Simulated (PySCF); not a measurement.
Ge(All)(Me)3, SMILES C=C[CH2][Ge]([CH3])([CH3])[CH3] (C6H14Ge) (GFN2-xTB optimised geometry):

```
21

C     -2.822    -0.586     2.425
C     -2.039    -1.353     1.686
C     -0.559    -1.273     1.663
Ge     0.095    -0.341     0.000
C     -0.574    -1.294    -1.613
C     -0.588     1.524     0.000
C      2.088    -0.341     0.000
H     -3.896    -0.665     2.394
H     -2.416     0.152     3.098
H     -2.477    -2.086     1.019
H     -0.126    -2.274     1.684
H     -0.194    -0.724     2.530
H     -0.262    -2.335    -1.608
H     -0.190    -0.830    -2.517
H     -1.659    -1.264    -1.652
H     -0.176     2.086     0.833
H     -1.670     1.529     0.090
H     -0.319     2.035    -0.920
H      2.477    -1.355    -0.012
H      2.474     0.159     0.883
H      2.466     0.177    -0.876
```

Method: CAM-B3LYP/def2-SVP in PySCF.

### Question
What are the frontier orbital energies and the dipole moment?

### Answer
HOMO-2 -9.44 eV, HOMO-1 -9.41 eV, HOMO -7.95 eV, LUMO 1.83 eV, LUMO+1 2.35 eV; dipole moment 0.63 D.

On the same geometry PBE/def2-SVP (PySCF) gives HOMO-2 -6.84 eV, HOMO-1 -6.82 eV, HOMO -5.57 eV, LUMO -0.37 eV, LUMO+1 0.71 eV; dipole moment 0.71 D.

Meta-Löwdin charges at CAM-B3LYP/def2-SVP: C1 -0.26, C2 -0.07, C3 -0.37, Ge4 0.78, C5 -0.51, C6 -0.51, C7 -0.50, H8 0.10, H9 0.09, H10 0.09, H11 0.10, H12 0.10, H13 0.10, H14 0.11, H15 0.11, H16 0.10, H17 0.11, H18 0.10, H19 0.10, H20 0.10, H21 0.10.
